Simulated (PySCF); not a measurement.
# Radial density of Se⁺ (selenium, charge +1)

M06-2X, [Ar] 3d10 4s2 4p2 4d1, one real determinant (an excited configuration). Calculation: PySCF 2.14, in aug-cc-pVTZ-DK (7s6p4d2f, 59 functions); the spin-free X2C one-electron Hamiltonian (Gaussian nucleus).

```csv
r (bohr),4πr²ρ (e/bohr),4πr²(ρα − ρβ)
0.000697,0.2962,0.0000
0.00117,0.7291,0.0000
0.00197,1.759,0.0000
0.00332,4.107,-0.0001
0.00558,9.099,-0.0002
0.00938,18.37,-0.0001
0.0158,31.60,0.0009
0.0265,41.60,0.0065
0.0447,38.23,0.0278
0.0751,35.22,0.0726
0.126,48.96,0.0728
0.213,35.76,-0.0045
0.357,28.51,0.1821
0.601,28.23,0.0758
1.01,7.411,0.3394
1.70,3.014,1.3875
2.86,0.9908,0.7368
4.81,0.1755,0.1716
8.09,0.002521,0.0025
```

Densities and radii are taken from the X2C orbitals without a picture-change correction, which distorts them close to the nucleus.

⟨L²⟩ = 7.96 against 12 for a pure F term, so this real determinant mixes terms. The outer electron is Rydberg-like, and this basis confines it to a smaller radius and binds it less than a complete one would.

Question: Where is the radial spin density 4πr²(ρα − ρβ) most negative, and why is it negative at all?

Answer: Around r = 0.213 bohr, down to -0.0045 e/bohr: exchange with the open shell polarises the paired shells in an unrestricted calculation.
